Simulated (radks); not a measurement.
Question: Rh+, 44 electrons, occupied as [Kr] 4d8. Calculated with a radial shooting solver on a logarithmic mesh with Libxc functionals: scalar-relativistic Kohn-Sham, PBEsol, spin-polarised, spherical densities, finite nucleus; open shells are filled with parallel spins first (spin-orbit coupling, left out, can overturn this in heavy ions); Fermi nuclear charge, rms radius 4.4945 fm. Some entries of the table are withheld. Estimate them.

orbital,occ.,eigenvalue (eV),<1/r> (bohr^-1)
1s down,1,-23032.07,47.03
1s up,1,-23032.07,47.03
2s up,1,-3345.849,10.65
2s down,1,-3345.558,10.65
2p up,3,-2999.985,10.32
2p down,3,-2999.763,10.32
3s up,1,-603.8545,3.708
3s down,1,-603.6888,3.708
3p up,3,-490.1752,3.532
3p down,3,-489.9888,3.532
3d up,5,-308.2501,(1)
3d down,5,-307.9739,(2)
4s up,1,-90.6624,1.400
4s down,1,-89.3988,1.403
4p up,3,(3),1.249
4p down,3,(4),1.252
4d up,5,-14.1654,(5)
4d down,3,-12.8688,(6)

Answer: 
(1) 3d up <1/r> (bohr^-1): 3.306
(2) 3d down <1/r> (bohr^-1): 3.306
(3) 4p up eigenvalue (eV): -58.6816
(4) 4p down eigenvalue (eV): -57.3556
(5) 4d up <1/r> (bohr^-1): 0.8818
(6) 4d down <1/r> (bohr^-1): 0.8747
